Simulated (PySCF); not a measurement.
Sn(OMe)2 (C₂H₆O₂Sn), SMILES C[O][Sn][O]C (connectivity only; charge and spin as stated), neutral, multiplicity 1. Atoms are numbered in the order given.

```xyz
11

Sn     0.0000     0.0000     0.8290
O      0.0426    -1.5580    -0.4200
C     -0.0279    -1.7514    -1.7947
H     -0.3691    -2.7804    -2.0116
H     -0.7290    -1.0618    -2.3019
H      0.9587    -1.6296    -2.2828
O     -0.0426     1.5580    -0.4200
C      0.0279     1.7514    -1.7947
H     -0.9587     1.6296    -2.2828
H      0.3691     2.7804    -2.0116
H      0.7290     1.0618    -2.3019
```

Geometry: PBE0-D3(BJ)/def2-SVP. The structure was generated by enumeration; whether it is a known compound was not checked. The def2 effective core potentials stand for the cores of Sn; spin–orbit coupling is left out. The values are those of a single conformer.

Method: PySCF with B3LYP/def2-TZVP.

ESP charges are fitted to the potential on shells at 1.4 to 2.0 van der Waals radii. Atomic charges (e):

```
atom     ESP fit  Löwdin
----  ----------  ------
Sn1   (withheld)    0.53
O2    (withheld)   -0.14
C3    (withheld)   -0.42
H4    (withheld)    0.10
H5    (withheld)    0.10
H6    (withheld)    0.10
O7    (withheld)   -0.14
C8    (withheld)   -0.42
H9    (withheld)    0.10
H10   (withheld)    0.10
H11   (withheld)    0.10
```

**Question.** Fill in the missing entries. (The exact figures need the calculation; the answer reports its results.)

**Answer.** 
- Sn1, ESP fit: 0.36
- O2, ESP fit: -0.27
- C3, ESP fit: -0.08
- H4, ESP fit: 0.04
- H5, ESP fit: 0.08
- H6, ESP fit: 0.06
- O7, ESP fit: -0.27
- C8, ESP fit: -0.08
- H9, ESP fit: 0.06
- H10, ESP fit: 0.04
- H11, ESP fit: 0.08
